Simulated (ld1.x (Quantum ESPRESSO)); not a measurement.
# Which change was made? (N, ultrasoft)

* Element: nitrogen
* Generator: ld1.x (Quantum ESPRESSO) 7.5
* Type: ultrasoft
* Functional: PBE
* Relativity: scalar-relativistic
* Frozen core: [He]
* Valence charge: 5
* Reference configuration: 2s1.75 2p3.25
* Partial waves: 2s (bound): rcut 1.00, rcutus 1.20 bohr; 2s channel at 0.45 Ry: rcut 1.00, rcutus 1.20 bohr; 2p (bound): rcut 1.25, rcutus 1.75 bohr; 2p channel at 3.6 Ry: rcut 1.25, rcutus 1.75 bohr; 3d channel at 0.2 Ry: rcut 1.30, rcutus 1.70 bohr; 3d channel at 2.55 Ry: rcut 1.30, rcutus 1.70 bohr
* Local potential: all-electron potential smoothed inside 1.65 bohr (lloc = -1)
* Core correction: a·sin(br)/r model core, default radius (core density twice the valence density)
* Augmentation charge: PSQ, inside the norm-conserving radii

Cutoffs, loose and tight: the cutoffs (Ry, on a coarse ladder) from which the occupation-weighted sum of valence levels, in a spherical-Bessel basis at the reference potential, stays within 10 and 1 mRy of its value at 400 Ry. They do not see the model core or the augmentation charge, which bear on the density cutoff. Test errors are all-electron minus pseudo excitation energies from the reference, over the configurations 2s2 2p3; 2s2 2p2; 2s2 2p1; 2s2 2p0; 2s1 2p3; 2s2 2p3.3; 2s1 2p4; variants that change the core or the reference have their own tests.

The base gives: outcome: generated; cutoff, loose: 25 Ry; cutoff, tight: 35 Ry; bound ghosts: none; largest test error (meV): +55.

After one change the result is: outcome: generated; cutoff, loose: 25 Ry; cutoff, tight: 35 Ry; bound ghosts: none; largest test error (meV): +20. Which change was it?
A. functional LDA (PZ); removed wave 3d channel at 2.55 Ry: rcut 1.30, rcutus 1.70 bohr
B. core correction a·sin(br)/r model core inside 0.88 bohr
C. waves 2p (bound): rcut 1.24, rcutus 1.32 bohr; 2p channel at 3.6 Ry: rcut 1.24, rcutus 1.32 bohr
D. waves 2s (bound): rcut 0.96, rcutus 1.02 bohr; 2s channel at 0.45 Ry: rcut 0.96, rcutus 1.02 bohr

A. The others give: waves 2p (bound): rcut 1.24, rcutus 1.32 bohr; 2p channel at 3.6 Ry: rcut 1.24, rcutus 1.32 bohr → outcome: generated; cutoff, loose: 35 Ry; cutoff, tight: 45 Ry; bound ghosts: none; largest test error (meV): -340 | waves 2s (bound): rcut 0.96, rcutus 1.02 bohr; 2s channel at 0.45 Ry: rcut 0.96, rcutus 1.02 bohr → outcome: generated; cutoff, loose: 25 Ry; cutoff, tight: 35 Ry; bound ghosts: none; largest test error (meV): +87 | core correction a·sin(br)/r model core inside 0.88 bohr → outcome: generated; cutoff, loose: 25 Ry; cutoff, tight: 35 Ry; bound ghosts: none; largest test error (meV): +293.
